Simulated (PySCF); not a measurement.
**Relaxation of singlet BiOF**

Computed with PBE0/[Bi def2-TZVP with ECP60, O def2-TZVP, F def2-TZVP], scalar-relativistic core potentials, density fitting, no spin–orbit coupling, PySCF. A (50,194) grid was used.

A start displaced from a saddle point along its imaginary mode, of Cs symmetry, held to at least that symmetry:

```xyz
3
charge 0 multiplicity 1, angstrom
Bi    0.0001    0.0172   -0.0449
O    -0.0009   -0.1200   -1.9713
F    -0.0006   -0.0885    2.1532
```

Q: What does it relax to?

A: It ends at Cs with Bi–F 2.022 Å, Bi–O 1.877 Å; F–Bi–O 101.1°. No frequency check is given, so it may be a saddle point. Other isomers or separated fragments may lie lower.

Q: How much energy is released, and in how many steps?

A: 168.4 kJ/mol in 9 steps.

No spin–orbit coupling is included, which matters more the heavier the element.

The relaxation took about 50 core-seconds on a shared host.
